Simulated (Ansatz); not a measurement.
A series at Sb: from trimethylantimony, ligands are replaced one by one, each step taking up H₂ and setting free CH₄; n counts the steps. Ansatz, PBE0-D4/def2-TZVP geometries.

| n | molecule | HOMO energy, ωB97M-V/def2-TZVPP (eV) |
| --- | --- | --- |
| 0 | `[CH3][Sb]([CH3])[CH3]` | -8.50 |
| 1 | `[CH3][SbH][CH3]` | -8.77 |
| 2 | `[CH3][SbH2]` | ? |
| 3 | `[SbH3]` | -9.63 |

Problem. By hand: fit a straight line y = ȳ + b (n − n̄) to the 3 given rows and predict n = 2.

Solution. n̄ = 1.333, ȳ = -8.967; Σ(n − n̄)(y − ȳ) = -1.793, Σ(n − n̄)² = 4.667, so b = -0.384 eV a step. Prediction: -8.967 + (-0.384) × (0.667) = -9.22 eV.

Problem. By hand: compare with the computed value, -9.13 eV, and give the steps along the whole series.

Solution. The line misses by 0.09 eV (computed minus predicted). Steps: -0.27, -0.36, -0.50 eV.

The steps grow at each stage, from -0.27 to -0.50 eV, so the series is curved. The highest orbital can change its character along such a series. The miss is 8.0 % of the series' range.
